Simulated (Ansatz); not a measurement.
One change: `C[SiH2][CH2][GaH2]` becomes `C[SiH2][CH2][GaH][SiH3]`.

Ansatz, PBE0-D4/def2-TZVP geometries, multiplicity 1. Each molecule was computed in one conformer, which needn't be the lowest.

Scalar relativity is left out up to krypton.

| property | `C[SiH2][CH2][GaH2]` |
| --- | --- |
| HOMO energy (ωB97M-V/def2-TZVPP) / eV | -9.98 |
| HOMO–LUMO gap (PBE0/def2-TZVPP) / eV | 6.37 |
| ideal-gas entropy at 298 K and 1 bar (rigid rotor, harmonic PBE0-D4/def2-TZVP) / J/(mol·K) | 376 |
| zero-point energy (PBE0-D4/def2-TZVP) / kJ/mol | 245.0 |
| HOMO energy (PBE0/def2-TZVPP) / eV | -7.82 |
| HOMO energy (PBE/def2-TZVPP) / eV | -6.65 |

Question: Give the same properties after the change, and the shifts. (An estimate is asked.)

Answer: The calculation gave: 
```tsv
property	`C[SiH2][CH2][GaH][SiH3]`	shift
HOMO energy (ωB97M-V/def2-TZVPP) / eV	-9.40	0.58
HOMO–LUMO gap (PBE0/def2-TZVPP) / eV	5.52	-0.85
ideal-gas entropy at 298 K and 1 bar (rigid rotor, harmonic PBE0-D4/def2-TZVP) / J/(mol·K)	441	65
zero-point energy (PBE0-D4/def2-TZVP) / kJ/mol	292.1	47.1
HOMO energy (PBE0/def2-TZVPP) / eV	-7.38	0.44
HOMO energy (PBE/def2-TZVPP) / eV	-6.32	0.33
```

With PBE0 the HOMO rises by 0.44 eV and the LUMO falls by 0.41 eV, so the gap narrows by about 0.85 eV. PBE moves the HOMO by 0.33 eV and ωB97M-V by 0.58 eV. The zero-point energy changes by 47.1 kJ/mol with +9 modes. Modes under 60 cm⁻¹, often nearly free rotors, make the harmonic entropy too high.

Positive LUMOs are unbound, so they and the gaps depend on the basis.
